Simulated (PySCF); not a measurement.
Working out the ionisation energy of Ti+

Ti+ [Ar] 3d2 4s1 (4F) → Ti(2+) [Ar] 3d2 (3F). All numbers are calculated (PySCF 2.14, the non-relativistic Hamiltonian (point nucleus), in def2-SVP). Frozen: [Ar]. Energies in hartree (1 hartree = 27.21139 eV):

| part | Ti+ (lower) | Ti(2+) (upper) |
| --- | --- | --- |
| UHF | -848.084123 | -847.613841 |
| MP2 opposite-spin | 0.000000 | 0.000000 |
| MP2 same-spin | -0.005585 | -0.002344 |

What does Hartree-Fock give?

(-847.613841) − (-848.084123) = 0.470282 hartree = 12.797 eV.

What do MP2 and SCS-MP2 (6/5 opposite-spin, 1/3 same-spin) give?

The opposite-spin parts differ by 0.000 eV and the same-spin parts by 0.088 eV. MP2: 12.797 + (0.000) + (0.088) = 12.885 eV. SCS-MP2: 12.797 + 1.2 × (0.000) + (0.088)/3 = 12.826 eV.

Reference: 13.575 eV (measured; NIST Atomic Spectra Database, ionization energies), between the lowest levels; spin-orbit coupling is absent from the calculation.

The calculation is non-relativistic.

A double-zeta basis recovers only part of the correlation energy.

What remains against the reference includes basis incompleteness, the frozen core and correlation beyond second order.
